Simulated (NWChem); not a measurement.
C2H5ClOSi; SMILES ClC(=C)[SiH2]O

```xyz
10

C      1.6681    -1.2292    -0.3569
C      0.5722    -0.5478     0.0196
Cl    -0.9572    -1.3988     0.3077
Si     0.3857     1.3114     0.3015
O     -0.9381     1.8687    -0.5660
H      1.6737    -2.3230    -0.4895
H      2.6038    -0.6786    -0.5450
H      1.5990     2.0197    -0.2183
H      0.2325     1.5376     1.7825
H     -1.6978     1.2588    -0.5192
```
Atoms are numbered in this order, from 1.

Level: PBE-D3(BJ)/def2-SVP (NWChem), optimised geometry, unscaled harmonic frequencies. 

```json
[
 {"frequency (cm⁻¹)": "52", "IR intensity (km/mol)": "5.5"},
 {"frequency (cm⁻¹)": "126", "IR intensity (km/mol)": "9.1"},
 {"frequency (cm⁻¹)": "205", "IR intensity (km/mol)": "12.0"},
 {"frequency (cm⁻¹)": "264", "IR intensity (km/mol)": "82.6"},
 {"frequency (cm⁻¹)": "316", "IR intensity (km/mol)": "6.4"},
 {"frequency (cm⁻¹)": "412", "IR intensity (km/mol)": "41.6"},
 {"frequency (cm⁻¹)": "520", "IR intensity (km/mol)": "24.2"},
 {"frequency (cm⁻¹)": "622", "IR intensity (km/mol)": "47.2"},
 {"frequency (cm⁻¹)": "687", "IR intensity (km/mol)": "7.3"},
 {"frequency (cm⁻¹)": "705", "IR intensity (km/mol)": "22.1"},
 {"frequency (cm⁻¹)": "745", "IR intensity (km/mol)": "16.0"},
 {"frequency (cm⁻¹)": "807", "IR intensity (km/mol)": "72.4"},
 {"frequency (cm⁻¹)": "877", "IR intensity (km/mol)": "29.5"},
 {"frequency (cm⁻¹)": "882", "IR intensity (km/mol)": "121.2"},
 {"frequency (cm⁻¹)": "900", "IR intensity (km/mol)": "259.1"},
 {"frequency (cm⁻¹)": "935", "IR intensity (km/mol)": "101.0"},
 {"frequency (cm⁻¹)": "1054", "IR intensity (km/mol)": "29.2"},
 {"frequency (cm⁻¹)": "1335", "IR intensity (km/mol)": "11.1"},
 {"frequency (cm⁻¹)": "1623", "IR intensity (km/mol)": "16.7"},
 {"frequency (cm⁻¹)": "2154", "IR intensity (km/mol)": "122.0"},
 {"frequency (cm⁻¹)": "2201", "IR intensity (km/mol)": "101.0"},
 {"frequency (cm⁻¹)": "3072", "IR intensity (km/mol)": "0.4"},
 {"frequency (cm⁻¹)": "3174", "IR intensity (km/mol)": "0.3"},
 {"frequency (cm⁻¹)": "3730", "IR intensity (km/mol)": "63.8"}
]
```

- zero-point energy = 39.2 kcal/mol
- thermal correction to the enthalpy at 298.15 K (with zero-point energy) = 44.2 kcal/mol
- heat capacity Cv = 24.3 cal/(mol K)
- entropy at 298.15 K and 1 atm (symmetry number 1) = 83.8 cal/(mol K)
- dipole moment = 1.10 D

Rigid rotor and harmonic oscillator; modes under 100 cm⁻¹ make the entropy uncertain.
